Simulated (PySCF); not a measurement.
A structure optimised at B3LYP-D3(BJ)/def2-SVP, used in a PySCF frequency run:

```xyz
13

O     -2.1829     0.9019     0.1785
C     -1.0579     0.3851    -0.4976
B      0.1598    -0.0294     0.4098
O      0.0100     0.2027     1.7443
C      1.4779    -0.6749    -0.1873
O      1.4970    -0.8387    -1.5984
H     -1.9450     0.9859     1.1111
H     -0.6868     1.1149    -1.2560
H     -1.3388    -0.5006    -1.1062
H      0.7620    -0.0466     2.2971
H      1.5811    -1.6903     0.2430
H      2.3777    -0.1274     0.1796
H      1.3376     0.0233    -2.0026
```

Task: Write its SMILES and formula.

Result: OCB(O)CO, C₂H₇BO₃

Task: What are its rotational constants (standard atomic weights)?

Result: 5.4561, 2.2349, 1.6231 GHz
